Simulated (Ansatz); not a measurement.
`[CH3][Al]([CH3])[CH2]O` + `C=C` → `C=[CH][Al]([CH3])[CH3]` + CH₃OH  (formal exchange of groups at the Al–C bond)

Program: Ansatz. Geometries: PBE0-D4/def2-TZVP. ΔE: electronic, gas phase. CCSD(T)/CBS is the MP2 limit (def2-TZVPP, def2-QZVPP) plus CCSD(T) − MP2 in def2-TZVPP, frozen cores. This one scheme is used for every species. Functionals use def2-TZVPP. B3LYP here is the variant with VWN-RPA as its local correlation; programs differ in this. HSE06 is defined as in plane-wave codes. One conformer a species, not always the lowest.

```json
{"level": "LDA (SPW92)", "ΔE (kcal/mol)": "-6.0", "difference from CCSD(T)/CBS": "2.0"}
{"level": "PBE-D4", "ΔE (kcal/mol)": "-6.7", "difference from CCSD(T)/CBS": "1.3"}
{"level": "revPBE-D4", "ΔE (kcal/mol)": "-7.0", "difference from CCSD(T)/CBS": "1.0"}
{"level": "BLYP-D4", "ΔE (kcal/mol)": "-7.0", "difference from CCSD(T)/CBS": "1.0"}
{"level": "r2SCAN-D4", "ΔE (kcal/mol)": "-7.5", "difference from CCSD(T)/CBS": "0.5"}
{"level": "B97M-V", "ΔE (kcal/mol)": "-8.1", "difference from CCSD(T)/CBS": "-0.1"}
{"level": "PBE0-D4", "ΔE (kcal/mol)": "-7.6", "difference from CCSD(T)/CBS": "0.4"}
{"level": "B3LYP-D4", "ΔE (kcal/mol)": "-7.6", "difference from CCSD(T)/CBS": "0.4"}
{"level": "HSE06-D4", "ΔE (kcal/mol)": "-7.6", "difference from CCSD(T)/CBS": "0.4"}
{"level": "BHLYP-D4", "ΔE (kcal/mol)": "-8.6", "difference from CCSD(T)/CBS": "-0.6"}
{"level": "CAM-B3LYP-D4", "ΔE (kcal/mol)": "-7.5", "difference from CCSD(T)/CBS": "0.5"}
{"level": "ωB97X-V", "ΔE (kcal/mol)": "-7.6", "difference from CCSD(T)/CBS": "0.4"}
{"level": "ωB97M-V", "ΔE (kcal/mol)": "-7.3", "difference from CCSD(T)/CBS": "0.7"}
{"level": "B2PLYP", "ΔE (kcal/mol)": "-8.0", "difference from CCSD(T)/CBS": "0.0"}
{"level": "PBE-QIDH", "ΔE (kcal/mol)": "-8.5", "difference from CCSD(T)/CBS": "-0.5"}
{"level": "PBE", "ΔE (kcal/mol)": "-6.6", "difference from CCSD(T)/CBS": "1.4"}
{"level": "revPBE", "ΔE (kcal/mol)": "-6.8", "difference from CCSD(T)/CBS": "1.2"}
{"level": "r2SCAN", "ΔE (kcal/mol)": "-7.5", "difference from CCSD(T)/CBS": "0.5"}
{"level": "PBE0", "ΔE (kcal/mol)": "-7.5", "difference from CCSD(T)/CBS": "0.5"}
{"level": "B3LYP", "ΔE (kcal/mol)": "-7.4", "difference from CCSD(T)/CBS": "0.6"}
{"level": "r2SCANh", "ΔE (kcal/mol)": "-7.7", "difference from CCSD(T)/CBS": "0.3"}
{"level": "r2SCAN0", "ΔE (kcal/mol)": "-8.0", "difference from CCSD(T)/CBS": "0.0"}
{"level": "HSE06", "ΔE (kcal/mol)": "-7.5", "difference from CCSD(T)/CBS": "0.5"}
{"level": "BHLYP", "ΔE (kcal/mol)": "-8.4", "difference from CCSD(T)/CBS": "-0.4"}
{"level": "CAM-B3LYP", "ΔE (kcal/mol)": "-7.3", "difference from CCSD(T)/CBS": "0.7"}
{"level": "RPA@PBE/def2-TZVPP", "ΔE (kcal/mol)": "-8.6", "difference from CCSD(T)/CBS": "-0.6"}
{"level": "HF/def2-SVP", "ΔE (kcal/mol)": "-10.8", "difference from CCSD(T)/CBS": "-2.8"}
{"level": "MP2/def2-SVP", "ΔE (kcal/mol)": "-9.9", "difference from CCSD(T)/CBS": "-1.9"}
{"level": "CCSD(T)/def2-SVP", "ΔE (kcal/mol)": "-9.3", "difference from CCSD(T)/CBS": "-1.3"}
{"level": "HF/def2-TZVPP", "ΔE (kcal/mol)": "-10.0", "difference from CCSD(T)/CBS": "-2.0"}
{"level": "MP2/def2-TZVPP", "ΔE (kcal/mol)": "-8.9", "difference from CCSD(T)/CBS": "-0.9"}
{"level": "SCS-MP2/def2-TZVPP", "ΔE (kcal/mol)": "-8.9", "difference from CCSD(T)/CBS": "-0.9"}
{"level": "CCSD/def2-TZVPP", "ΔE (kcal/mol)": "-8.4", "difference from CCSD(T)/CBS": "-0.4"}
{"level": "CCSD(T)/def2-TZVPP", "ΔE (kcal/mol)": "-8.3", "difference from CCSD(T)/CBS": "-0.3"}
{"level": "HF/def2-QZVPP", "ΔE (kcal/mol)": "-10.0", "difference from CCSD(T)/CBS": "-2.0"}
{"level": "MP2/def2-QZVPP", "ΔE (kcal/mol)": "-8.7", "difference from CCSD(T)/CBS": "-0.7"}
{"level": "SCS-MP2/def2-QZVPP", "ΔE (kcal/mol)": "-8.7", "difference from CCSD(T)/CBS": "-0.7"}
{"level": "HF/CBS(def2)", "ΔE (kcal/mol)": "-10.0", "difference from CCSD(T)/CBS": "-2.0"}
{"level": "MP2/CBS(def2)", "ΔE (kcal/mol)": "-8.6", "difference from CCSD(T)/CBS": "-0.6"}
{"level": "CCSD/CBS(def2)", "ΔE (kcal/mol)": "-8.0", "difference from CCSD(T)/CBS": "0.0"}
{"level": "CCSD(T)/CBS", "ΔE (kcal/mol)": "-8.0", "difference from CCSD(T)/CBS": "0"}
```

Largest T1 diagnostic among the species: 0.011.

Leaving LDA and LC-ωPBE aside and taking each functional with its dispersion term where it has one, the values spread over 1.9 kcal/mol, from BHLYP-D4 to PBE-D4. In def2-TZVPP, CCSD(T) changes the Hartree–Fock value by +1.6 kcal/mol (the triples alone add +0.1 kcal/mol) and MP2 by +1.0 kcal/mol.
